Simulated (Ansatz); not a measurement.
The same ligand exchange along the group B, Al, Ga, In.

Program: Ansatz. Geometries: PBE0-D4/def2-TZVP. ΔE: electronic, gas phase. CCSD(T)/CBS is the MP2 limit (def2-TZVPP, def2-QZVPP) plus CCSD(T) − MP2 in def2-TZVPP, frozen cores. Small cases extrapolate CCSD(T) itself. DFT in def2-TZVPP. def2 core potentials past Kr. For Ga, In outer-core shells are correlated without core-valence functions, which leaves a few kJ/mol of doubt a bond. Scalar relativity is left out up to krypton.

| reaction | CCSD(T)/CBS(def2) (kJ/mol) |
| --- | --- |
| `BO` + H₂S → `BS` + H₂O | 42 |
| `[OH][AlH2]` + H₂S → `[AlH2][SH]` + H₂O | ? |
| `[OH][GaH2]` + H₂S → `[SH][GaH2]` + H₂O | -37 |
| `[OH][InH2]` + H₂S → `[SH][InH2]` + H₂O | -62 |

(1) Fill in the missing values. (Estimate.)

Largest T1 diagnostic: 0.017, for `[OH][InH2]`.

Extrapolated directly: `BO` + H₂S → `BS` + H₂O; `[OH][AlH2]` + H₂S → `[AlH2][SH]` + H₂O.

Results:

(1) The calculation gave: `[OH][AlH2]` + H₂S → `[AlH2][SH]` + H₂O: +17.4 kJ/mol.
